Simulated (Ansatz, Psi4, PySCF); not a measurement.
CH6F2OSi2 (SMILES C[SiH2]O[SiH](F)F), singlet, geometry from GFN2-xTB, atoms displaced at random by about 0.03 Å a coordinate. Base run: R2SCAN/STO-3G, gradient (PySCF).

Here is a job for PySCF.
```python
from pyscf import gto, scf, dft

mol = gto.Mole()
mol.atom = '''
    Si    1.003241    0.597969    0.797818
    F     2.146987   -0.465320    0.819906
    F     1.683857    1.714553   -0.190397
    O    -0.334661   -0.062196    0.176099
    Si   -1.238738   -0.901951   -0.952481
    C    -2.968319   -0.647688   -0.360762
    H     0.721485    1.075062    2.071945
    H    -0.973068   -0.220374   -2.262620
    H    -0.769131   -2.254299   -0.905359
    H    -3.280381    0.424435   -0.352135
    H    -3.676280   -1.147868   -1.044582
    H    -3.161861   -1.040759    0.565521
'''
mol.basis = 'sto-3g'
mol.charge = 0
mol.spin = 0
mol.verbose = 4
mol.build()

mf = dft.RKS(mol)
mf.xc = 'r2scan'
mf.kernel()
g = mf.nuc_grad_method()
grad = g.kernel()
```

Programs used: Ansatz (an electronic-structure program), Psi4, PySCF; a row that names a program was run with it.

The coordinate followed is x of atom 7.

Each row names what was changed in the base input (with any setting that the change needs).

```tsv
change	dE/dx (Eh/bohr)	net force (Eh/bohr)
base	0.008377	0.005466
density fitting = on	0.008382	0.005466
grids.level = 1; grid_response = off	0.008377	0.006681
code = psi4	0.008386	0.007581
grids.level = 5; grid_response = off	0.008377	0.001800
conv_tol = 1e-6	0.008375	0.005466
code = ansatz	0.008379	0.000000
finite difference step (bohr) = 0.05; conv_tol = 1e-11	0.008354	-
finite difference step (bohr) = 1e-5; conv_tol = 1e-11	0.008376	-
conv_tol = 1e-11	0.008377	0.005466
density fitting = on; auxbasis_response = off	0.008404	0.007130
grids.level = 5; grid_response = on	0.008377	0.000000
```

The net force is zero for an exact gradient.
